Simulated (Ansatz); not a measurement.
`C[S][Ge]([F])([F])[F]` + `c1ccccc1` → `[F][Ge]([F])([F])[c]1ccccc1` + CH₃SH  (formal exchange of groups at a Ge–S bond)

Isolated molecules relaxed with PBE0-D4/def2-TZVP in Ansatz; ΔE leaves out vibrations. CCSD(T)/CBS adds triple-zeta CCSD(T) − MP2 to the extrapolated MP2 energy (def2 sets, frozen cores). This one scheme is used for every species. Functionals use def2-TZVPP. B3LYP here is the variant with VWN-RPA as its local correlation; programs differ in this. HSE06 is defined as in plane-wave codes. For Ge outer-core shells are correlated without core-valence functions, which leaves a few kJ/mol of doubt a bond. Scalar relativity is left out up to krypton. One conformer a species, not always the lowest.

(1) Is it downhill or uphill in electronic energy at CCSD(T)/CBS, and by how much? (An estimate is asked.)

(2) What do these levels give: BLYP-D4, r2SCAN-D4, PBE0-D4, B3LYP-D4, r2SCAN, HSE06? (An estimate is asked.)

Largest T1 diagnostic among the species: 0.012.

Results:

(1) Computed: Uphill: ΔE = +42.1 kJ/mol.

(2) The calculation gave: BLYP-D4 45.7, r2SCAN-D4 49.9, PBE0-D4 47.2, B3LYP-D4 45.4, r2SCAN 51.1, HSE06 49.4 kJ/mol.

At CCSD(T), def2-SVP lies −4.8 kJ/mol from the extrapolated value and def2-TZVPP −3.7 kJ/mol. Leaving LDA and LC-ωPBE aside and taking each functional with its dispersion term where it has one, the values, not all of them listed here, spread over 7.9 kJ/mol, from CAM-B3LYP-D4 to B97M-V. LDA lies −4.2 kJ/mol from PBE without D4.
